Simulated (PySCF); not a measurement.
## Where the electron goes

C5H8Cl2Si.
Structure used (GFN2-xTB), in Å, numbered top down from 1:
```
atom  x, y, z in Å
Cl1    2.910   -1.290   -0.708
C2     2.192    0.002    0.295
Cl3    2.790    1.583   -0.293
C4     0.705   -0.047    0.244
C5    -0.054   -0.185    1.330
Si6   -1.881   -0.215    0.888
C7    -1.472    0.291   -0.906
C8     0.029    0.037   -1.094
H9     2.581   -0.126    1.306
H10    0.377   -0.273    2.314
H11   -2.462   -1.555    1.016
H12   -2.681    0.768    1.621
H13   -1.679    1.352   -1.047
H14   -2.049   -0.238   -1.661
H15    0.495    0.816   -1.701
H16    0.190   -0.911   -1.614
```

Computed with PySCF, TDDFT wB97X-D/def2-SVPD, vertical, gas phase, core orbitals frozen in the response.

Frontier orbitals with the atoms that hold most of them (Löwdin shares over 4%, at most four atoms; ? is withheld):

```
orbital  ε (eV)                              atoms
 HOMO-3  -10.69    Cl3 36%, Cl1 25%, C5 9%, Si6 7%
 HOMO-2  -10.63   Cl1 39%, Cl3 18%, C5 10%, Si6 7%
 HOMO-1  -10.50  Cl3 20%, C7 20%, Cl1 14%, Si6 13%
   HOMO       ?                                  ?
   LUMO    0.71                                  ?
 LUMO+1    1.52   Cl1 32%, Cl3 30%, C2 22%, Si6 4%
 LUMO+2    2.04     Si6 31%, C5 9%, Cl1 8%, Cl3 7%
```

Problem. Which atoms hold the LUMO, and with what shares?

Solution. C5 (bonded to C, Si and H) 25%; C4 (bonded to 3 C) 23%; Cl3 (bonded to C) 12%; C2 (bonded to C, 2 Cl and H) 10%. By element: carbon 58% or more, chlorine 12% or more.

Problem. Which atoms hold the HOMO, and with what shares?

Solution. C5 (bonded to C, Si and H) 30%; C4 (bonded to 3 C) 27%; Si6 (bonded to 2 C and 2 H) 7%; C8 (bonded to 2 C and 2 H) 7%. By element: carbon 64% or more, silicon 7%.

Problem. What is the HOMO energy, and the HOMO–LUMO gap?

Solution. ε(HOMO) = -9.62 eV; the gap is 10.33 eV (0.3796 hartree).

Problem. How does S1 compare with the orbital gap of 10.33 eV?

Solution. S1 is at 6.31 eV (f = 0.309), 4.02 eV below the gap, made of HOMO→LUMO (89%). 

Problem. One configuration dominates each of S1 and S3. Which, and how do the shares of the two leading atoms of either orbital change from the occupied to the empty one?

Solution. 
- S1 (6.31 eV, f 0.309), HOMO→LUMO (89%): C5 30% → 25%, C4 27% → 23%
- S3 (6.75 eV, f 0.046), HOMO-1→LUMO (78%): Cl3 20% → 12%, C7 20% → at most 11%, C5 at most 13% → 25%, C4 at most 13% → 23%

Time: 2.0 min wall; peak memory 1.0 GiB. Hardware: Arm Neoverse N1, one thread, shared host with 64 logical CPUs at a one-minute load of 57.

One conformer stands for the species.
